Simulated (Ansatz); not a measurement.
B4As5H16⁺, a cluster cut from zinc blende BAs (hydrogen-capped). Charge 1, multiplicity 1. Geometry r2SCAN-D4/def2-SVP; atoms count from 1.

```
atom   x (Å)   y (Å)   z (Å)
  B1  -0.920  -1.732   0.195
  B2   1.309   0.286   2.096
  B3   1.431  -0.243  -2.019
  B4  -0.961   1.703  -0.247
 As5   0.300  -1.865  -1.466
 As6   0.202  -1.433   1.903
 As7  -2.061  -0.032  -0.057
 As8   0.161   1.873   1.478
 As9   0.261   1.440  -1.891
 H10  -1.616  -2.714   0.301
 H11   2.212   0.194   1.293
 H12   1.635   0.438   3.249
 H13   1.827  -0.384  -3.152
 H14   2.284  -0.124  -1.166
 H15  -1.681   2.663  -0.392
 H16   1.191  -3.063  -1.278
 H17  -0.589  -2.360  -2.577
 H18   1.095  -2.631   2.073
 H19  -0.752  -1.641   3.050
 H20  -3.054   0.101   1.068
 H21  -2.987  -0.195  -1.233
 H22  -0.802   2.341   2.538
 H23   1.024   3.096   1.337
 H24  -0.634   1.617  -3.089
 H25   1.124   2.665  -2.014
```

Estimate the Mulliken populations from the PBE0/def2-TZVP orbitals of Ansatz.


```
atom  charge (e)
  B1       -0.14
  B2       -0.36
  B3       -0.36
  B4       -0.14
 As5        0.09
 As6        0.09
 As7        0.04
 As8        0.09
 As9        0.09
 H10        0.09
 H11        0.04
 H12        0.07
 H13        0.07
 H14        0.04
 H15        0.09
 H16        0.12
 H17        0.11
 H18        0.12
 H19        0.11
 H20        0.13
 H21        0.13
 H22        0.11
 H23        0.12
 H24        0.11
 H25        0.12
```
Mulliken values depend strongly on the basis.

And the Mayer bond orders between heavy atoms (over 0.3)?

B1–As5 0.84 (2.06 Å); B1–As6 0.84 (2.07 Å); B1–As7 0.84 (2.06 Å); B2–As6 0.89 (2.05 Å); B2–As8 0.89 (2.05 Å); B3–As5 0.89 (2.05 Å); B3–As9 0.89 (2.05 Å); B4–As7 0.84 (2.06 Å); B4–As8 0.84 (2.07 Å); B4–As9 0.84 (2.07 Å).
